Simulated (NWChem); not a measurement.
System: NiH4O2F2, triplet; SMILES [OH2]->[Ni](<-[OH2])([F])[F]

Input file for NWChem:

```
start job
memory heap 200 mb stack 900 mb global 1100 mb
geometry units angstroms noautoz
  Ni     0.158773     0.010653     0.250590
  F     -0.447666    -1.350858     1.338245
  F      0.893046     1.672194    -0.021427
  O     -1.312877     1.018252    -0.799751
  H     -0.631809     1.741098    -0.731704
  H     -2.078831     1.309450    -0.290213
  O      0.410332    -1.675255    -0.895728
  H     -0.221483    -1.769663    -1.618787
  H     -0.003694    -2.094323    -0.092803
end
basis spherical
  * library pcseg-1
end
dft
  odft
  mult 3
  xc hfexch
  iterations 150
  mulliken
end
task dft energy
```

Geometry: optimised at PBE0/def2-SVP, spin-unrestricted. Not confirmed as a minimum by frequencies. This spin state was assumed; another may lie lower. No stability test was run on the SCF state.

Task: Predict the main results of this run. (UHF/pcseg-1.) Quantities: basis functions; energy (Ha); highest occupied level (eV); lowest empty minus highest occupied level, either spin (eV); dipole (D); <S²>.

Result: 
```
Item                                                            Value
-----------------------------------------------------------  --------
number of basis functions                                         107
energy (Ha)                                                  -1857.61
highest occupied level (eV)                                    -14.15
lowest empty minus highest occupied level, either spin (eV)     16.40
dipole (D)                                                       3.54
<S²>                                                             2.00
```
